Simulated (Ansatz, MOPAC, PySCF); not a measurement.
Molecule: BBr, charge 1, multiplicity 2. SMILES: [B][Br+]
Coordinates optimised at B3LYP-D3(BJ)/def2-TZVP (Ansatz, an electronic-structure program):
```xyz
2

B      0.0000     0.0000    -1.5355
Br     0.0000     0.0000     0.2194
```
Charge +1, spin multiplicity 2.

Quantity: vertical ionisation energy to the singlet, in eV. Set-up: UHF or UKS for open shells; non-relativistic; each state is the SCF solution reached for its charge and spin; 6-31G* and kin with 6d, 5d where marked; spin-orbit terms left out; LANL2DZ with its own core potentials from Na on. First-principles rows: single points at B3LYP-D3(BJ) geometries (Ansatz). Semi-empirical rows: differences of heats of formation at the shared geometry for vertical values.

```json
[
 {"level": "AM1", "program": "MOPAC", "vertical ionisation energy to the singlet (eV)": "18.62"},
 {"level": "MNDO", "program": "MOPAC", "vertical ionisation energy to the singlet (eV)": "19.56"},
 {"level": "HF/6-31G*", "program": "Ansatz", "vertical ionisation energy to the singlet (eV)": "19.88"},
 {"level": "HF/6-31G* with LANL2DZ past Ar", "program": "Ansatz", "vertical ionisation energy to the singlet (eV)": "20.02"},
 {"level": "PBE/6-31G*", "program": "Ansatz", "vertical ionisation energy to the singlet (eV)": "19.55"},
 {"level": "PBE/6-31G* with LANL2DZ past Ar", "program": "Ansatz", "vertical ionisation energy to the singlet (eV)": "19.64"},
 {"level": "B3LYP/STO-3G", "program": "Ansatz", "vertical ionisation energy to the singlet (eV)": "19.14"},
 {"level": "B3LYP/6-31G*", "program": "Ansatz", "vertical ionisation energy to the singlet (eV)": "19.74"},
 {"level": "B3LYP/6-31G* with LANL2DZ past Ar", "program": "Ansatz", "vertical ionisation energy to the singlet (eV)": "19.84"},
 {"level": "M06-2X/6-31G* with LANL2DZ past Ar (5d)", "program": "PySCF", "vertical ionisation energy to the singlet (eV)": "19.88"},
 {"level": "B3LYP/def2-TZVPD", "program": "Ansatz", "vertical ionisation energy to the singlet (eV)": "19.69"},
 {"level": "PBE0/def2-TZVPD", "program": "Ansatz", "vertical ionisation energy to the singlet (eV)": "19.75"},
 {"level": "wB97X-V/def2-TZVPD", "program": "Ansatz", "vertical ionisation energy to the singlet (eV)": "19.66"}
]
```

No value to compare with is used here. The 10 habitual levels span 18.62 (AM1) to 20.02 eV (HF/6-31G* with LANL2DZ past Ar); B3LYP/def2-TZVPD gives 19.69.

The levels are drawn from those run, B3LYP/6-31G* more often than the rest, none by its result; left out are runs that failed, that the program found above a lower state of the same kind, or whose <S^2> lies over 0.5 above the pure value.
